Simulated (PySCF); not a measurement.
**Phosphorus: a sound run and one with changed settings**

Sound run: P⁺ [Ne] 3s2 3p2, P²⁺ [Ne] 3s2 3p1. Computed with PySCF 2.14 in pcseg-2 (5s4p2d1f, 34 functions), with the non-relativistic Hamiltonian (point nucleus). In the sound run the correlated levels freeze [Ne]. The sound run starts from symmetry-adapted Hartree-Fock orbitals and uses a fine grid where one is needed.

Changed run: initial guess 1e, at most 50 SCF cycles, level shift 0.5 hartree.

```json
{"species": "P⁺", "method": "UHF", "sound run (hartree)": "-340.34439", "changed run (hartree)": "-340.34439", "converged": "yes"}
{"species": "P⁺", "method": "B3LYP", "sound run (hartree)": "-340.90694", "changed run (hartree)": "-340.90694", "converged": "yes"}
{"species": "P⁺", "method": "PBE0", "sound run (hartree)": "-340.75380", "changed run (hartree)": "-340.75380", "converged": "yes"}
{"species": "P⁺", "method": "MP2", "sound run (hartree)": "-340.40357", "changed run (hartree)": "-340.38474", "converged": "yes"}
{"species": "P⁺", "method": "CCSD(T)", "sound run (hartree)": "-340.42493", "changed run (hartree)": "-340.42493", "converged": "yes"}
{"species": "P²⁺", "method": "UHF", "sound run (hartree)": "-339.64061", "changed run (hartree)": "-339.64061", "converged": "yes"}
{"species": "P²⁺", "method": "B3LYP", "sound run (hartree)": "-340.18151", "changed run (hartree)": "-340.18151", "converged": "yes"}
{"species": "P²⁺", "method": "PBE0", "sound run (hartree)": "-340.02564", "changed run (hartree)": "-340.02564", "converged": "yes"}
{"species": "P²⁺", "method": "MP2", "sound run (hartree)": "-339.68520", "changed run (hartree)": "-339.67055", "converged": "yes"}
{"species": "P²⁺", "method": "CCSD(T)", "sound run (hartree)": "-339.70473", "changed run (hartree)": "-339.70473", "converged": "yes"}
```

Ionisation energy of P⁺:

```json
{"method": "UHF", "sound run (eV)": "19.151", "changed run (eV)": "19.151"}
{"method": "B3LYP", "sound run (eV)": "19.740", "changed run (eV)": "19.740"}
{"method": "PBE0", "sound run (eV)": "19.814", "changed run (eV)": "19.814"}
{"method": "MP2", "sound run (eV)": "19.548", "changed run (eV)": "19.434"}
{"method": "SCS-MP2", "sound run (eV)": "19.465", "changed run (eV)": "19.376"}
{"method": "CCSD", "sound run (eV)": "19.571", "changed run (eV)": "19.571"}
{"method": "CCSD(T)", "sound run (eV)": "19.598", "changed run (eV)": "19.598"}
```

A level shift leaves the converged SCF energy unchanged but raises the virtual orbital energies, which shrinks MP2 if it is not removed.

For comparison, NIST gives 19.769 eV between the lowest levels.
